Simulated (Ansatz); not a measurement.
A structure relaxed at PBE0-D4/def2-SVP in Ansatz, charge 0, singlet:

```csv
atom,x (Å),y (Å),z (Å)
Bi1,-1.078,1.868,0.286
C2,-0.039,-0.130,-0.222
C3,-0.446,-1.185,0.791
C4,1.463,0.082,-0.287
H5,-0.757,2.538,-1.353
H6,-2.680,1.261,-0.264
H7,-0.425,-0.395,-1.218
H8,-1.534,-1.356,0.801
H9,-0.140,-0.912,1.815
H10,0.036,-2.153,0.561
H11,1.979,-0.864,-0.535
H12,1.748,0.820,-1.053
H13,1.872,0.424,0.678
```

Task: Give its formula, name or SMILES and point group.

Result: BiH2(iPr) (C₃H₉Bi). Point group Cs (tolerance 0.1 Å).

Task: Summarise the bond lengths by kind (pairs closer than 1.2 times the sum of covalent radii, bridged metal pairs left out).

Result: 2 × C–C 1.52 Å; 1 × Bi–C 2.31 Å; 7 × C–H 1.10 to 1.11 Å; 2 × Bi–H 1.80 Å.

In the def2 sets Bi takes a core potential; there is no spin–orbit coupling. Another isomer (singlet) lies 0.39 eV lower at PBE0-D4/def2-TZVP; other spin states weren't run for this one.
